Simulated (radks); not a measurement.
Exchange energies: the exact (Fock) value of the Kohn-Sham orbitals and density-functional approximations, as 100 (|E| - |E exact|)/|E exact|, negative where the magnitude is too small. Species: Dy65+ 1s1; Cu [Ar] 3d10 4s1. Calculated with a radial shooting solver on a logarithmic mesh with Libxc functionals: non-relativistic Kohn-Sham, LDA (Slater exchange, Perdew-Wang correlation), spin-polarised, spherical densities, point nucleus. Every spin shell is full or empty, so the densities are truly spherical. Functionals are evaluated on that one density, not self-consistently.

| functional | Dy65+ | Cu |
|---|---|---|
| exact (hartree) | -20.6076 | -65.4876 |
| LDA | -14.23 | -5.60 |
| PBE | -2.09 | +0.08 |
| revPBE | -0.63 | +0.30 |
| PW91 | -1.80 | +0.52 |
| PW86 | -0.36 | +0.69 |
| OPTX | -0.61 | +1.13 |
| WC | -4.04 | -0.58 |
| SOGGA | -6.56 | -2.27 |
| G96 | -0.41 | +0.78 |
| EV93 | +3.69 | +0.72 |
| TPSS | 0.00 | +0.48 |
| SCAN | 0.00 | +0.60 |
| MS2 | 0.00 | +0.09 |
